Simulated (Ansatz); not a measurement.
vanadium atom (V), quartet (typed; the unrestricted solution is spin-contaminated); Ansatz (a quantum-chemistry and plane-wave program) with REVPBE/def2-SVP.

The Ansatz input:
Ansatz 0.2 input:
```yaml
crystal:
  periodic: [false, false, false]
  atoms:
    - {symbol: V, position_ang: [0.00000000, 0.00000000, 0.00000000]}
basis:
  gaussian:
    orbitals: def2-SVP
hamiltonian:
  xc: revpbe
magnetization: {spin_polarized: true, initial_magnetization: 3}
accuracy: high
```

Task: Predict the main parts of the log of this Ansatz run.

Result: 
```
Functional definition: revPBE
341 factors; integrals over basis functions are off by at most 4.5e-9 eV
mean field evaluation 1: about -25660.4278 eV, gradient 4.6e1 eV
mean field evaluation 2: about -25607.0373 eV, gradient 7.0e1 eV
mean field evaluation 4: about -25674.9220 eV, gradient 2.2e1 eV
mean field evaluation 8: about -25675.8369 eV, gradient 1.5e1 eV
mean field evaluation 16: about -25678.0409 eV, gradient 5.0e-1 eV
mean field evaluation 32: about -25678.0463 eV, gradient 2.0e-8 eV
mean field evaluation 64: about -25677.9492 eV, gradient 3.1e0 eV
mean field evaluation 96: about -25677.3234 eV, gradient 6.7e0 eV
mean field evaluation 128: about -25678.0208 eV, gradient 6.0e-1 eV
mean field evaluation 160: about -25677.4912 eV, gradient 5.6e0 eV
mean field evaluation 192: about -25678.0463 eV, gradient 3.8e-4 eV
mean field evaluation 224: about -25678.0260 eV, gradient 1.6e-1 eV
mean field evaluation 256: about -25676.4645 eV, gradient 3.6e-1 eV
mean field evaluation 288: about -25678.0365 eV, gradient 2.2e-1 eV
mean field -25678.04634778 eV, -943.6507980760 hartree, gradient 1.0e-8 eV, S^2 4.145878; 4 other end points of the search recorded, 0 dependent functions left out
reference -25678.04635091 eV, -943.6507981908 hartree; 13, 10 occupied and 18, 21 virtual orbitals, 341 factors
Total energy: -25678.04635091 eV, -943.6507981908 hartree
```
